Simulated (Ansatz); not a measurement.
Stretching the C4–H7 bond in C2H6Be (SMILES [BeH][CH2]C) (multiplicity 1 held, fragments rigid). Energies count from the point at 1.093 Å.
Geometry at that point (charge 0, multiplicity 1):
```
atom    x (Å)    y (Å)    z (Å)
----  -------  -------  -------
Be    -1.4452  -0.3387   0.7701
H     -2.6893  -0.1958   1.2244
C      0.1257  -0.5230   0.1984
C      0.7015   0.6578  -0.6109
H      0.1697  -1.4350  -0.4126
H      0.7852  -0.7314   1.0519
H      0.7254   1.5770  -0.0208
H      0.1033   0.8659  -1.5011
H      1.7234   0.4649  -0.9477
```

Signs of static correlation in cc-pVDZ, with CASSCF(2,2), from Ansatz (a first-principles code) runs.

```tsv
R (Å)	T1 of restricted CCSD	⟨S²⟩ of UHF	largest double amplitude of restricted CCSD	weight of the CASSCF reference in MRCISD	CASSCF natural occupations
0.874	0.008	0.000	0.027	0.892	1.99 0.01
0.983	0.008	0.000	0.027	0.892	1.99 0.01
1.093	0.008	0.000	0.027	0.891	1.98 0.02
1.202	0.008	0.000	0.024	0.891	1.97 0.03
1.311	0.008	0.000	0.022	0.891	1.96 0.04
1.475	0.010	0.000	0.040	0.891	1.94 0.06
1.639	0.012	0.000	0.060	0.891	1.91 0.09
1.912	(withheld)	0.523	0.110	0.891	1.84 0.16
2.185	0.029	0.787	0.268	0.891	1.72 0.28
2.513	(withheld)	0.921	0.417	0.891	1.55 0.45
2.950	0.066	0.983	0.603	0.892	1.33 0.67
3.496	0.086	1.004	0.796	0.892	1.16 0.84
```

Q: Complete the blanks.

A: 
- 1.912, T1 of restricted CCSD: 0.019
- 2.513, T1 of restricted CCSD: 0.044

Doubts at one or more of the structures used: a restricted determinant that unrestricted orbitals would lower (R-CCSD(T)/cc-pVDZ); other coupled-cluster roots lie near (R-CCSD(T)/cc-pVDZ); T1 above 0.05 (R-CCSD(T)/cc-pVDZ, U-CCSD(T)/cc-pVDZ); a spin-contaminated determinant (U-CCSD(T)/cc-pVDZ).
